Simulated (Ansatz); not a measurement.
`[OH][Ti]([F])([F])[Br]`. Charge 0, multiplicity 1. Geometry: relaxed with PBE0-D4/def2-TZVP. It is one conformer, not always the lowest.

```xyz
6

O    -0.391   -1.170    0.614
Ti   -0.072    0.398   -0.110
F     0.995    1.310    0.926
F    -1.583    1.244   -0.316
Br    0.988    0.099   -2.184
H     0.063   -1.881    1.069
```

Task: What is the dipole moment at PBE/def2-TZVPP? (Best estimate.)

Result: Computed: 2.42 D, with components (0.50, -2.01, 1.25) D in this frame, pointing from negative to positive charge.

Task: And with r2SCAN, B3LYP, ωB97M-V? (Best estimate.)

Result: The calculation gave: r2SCAN 2.48 D, B3LYP 2.48 D, ωB97M-V 2.53 D.

Task: Give the Mulliken charges with PBE, r2SCAN, B3LYP in def2-TZVPP. (Estimate.)

Result: Computed: 
```json
{"atom": "O1", "PBE": "-0.41", "r2SCAN": "-0.45", "B3LYP": "-0.45"}
{"atom": "Ti2", "PBE": "0.98", "r2SCAN": "1.11", "B3LYP": "1.14"}
{"atom": "F3", "PBE": "-0.31", "r2SCAN": "-0.35", "B3LYP": "-0.36"}
{"atom": "F4", "PBE": "-0.31", "r2SCAN": "-0.34", "B3LYP": "-0.36"}
{"atom": "Br5", "PBE": "-0.16", "r2SCAN": "-0.18", "B3LYP": "-0.18"}
{"atom": "H6", "PBE": "0.21", "r2SCAN": "0.22", "B3LYP": "0.21"}
```

B3LYP here is the variant with VWN-RPA as its local correlation; programs differ in this.
